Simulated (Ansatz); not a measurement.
`[AlH2][CH2]CI` → Al• + 2 C• + 6 H• + I•  (atomization)

Gas-phase electronic energies from Ansatz, PBE0-D4/def2-TZVP geometries. CCSD(T)/CBS is the MP2 limit (def2-TZVPP, def2-QZVPP) plus CCSD(T) − MP2 in def2-TZVPP, frozen cores. This one scheme is used for every species, atoms too. Functionals use def2-TZVPP. B3LYP here is the variant with VWN-RPA as its local correlation; programs differ in this. No spin–orbit coupling; open shells (•) take unrestricted orbitals. Spin–orbit coupling would lower the free atoms: a little for Al, C; strongly for I. def2 core potentials past Kr. For I outer-core shells are correlated without core-valence functions, so the limit isn't a true one: a few kJ/mol of doubt a bond, and 10 to 20 or more in all where bonds break to atoms. Each species was taken in one conformer, which may not be the lowest.

| level | ΔE (kJ/mol) |
| --- | --- |
| PBE-D4 | 3244.5 |
| PBE0-D4 | 3212.1 |
| ωB97M-V | 3207.5 |
| B2PLYP | 3169.9 |
| B3LYP | 3170.7 |
| CCSD/def2-TZVPP | 3096.6 |
| SCS-MP2/def2-QZVPP | 3216.1 |
| MP2/CBS(def2) | 3252.0 |

Q: What does CCSD(T)/CBS give? (Estimate.)

A: The calculation gave: +3222.5 kJ/mol. The listed levels differ from it by 22.0, -10.4, -15.0, -52.6, -51.8, -125.9, -6.4, 29.5 kJ/mol.

Largest T1 diagnostic among the species: 0.018.

In def2-TZVPP, CCSD(T) changes the Hartree–Fock value by +750.5 kJ/mol (the triples alone add +43.5 kJ/mol) and MP2 by +780.1 kJ/mol; breaking electron pairs costs correlation energy, which Hartree–Fock lacks. The D4 term adds +33.9 kJ/mol with B3LYP and +17.7 kJ/mol with PBE0; it sums over pairs of atoms, weighted by their polarisabilities, and B3LYP, whose exchange is more repulsive, gets the larger term.

For atomizations the MP2-based limit and the directly extrapolated one differ by several kJ/mol either way, and by 10 to 25 for some Ge, Se and Sn compounds, so smaller differences from it don't rank the levels.
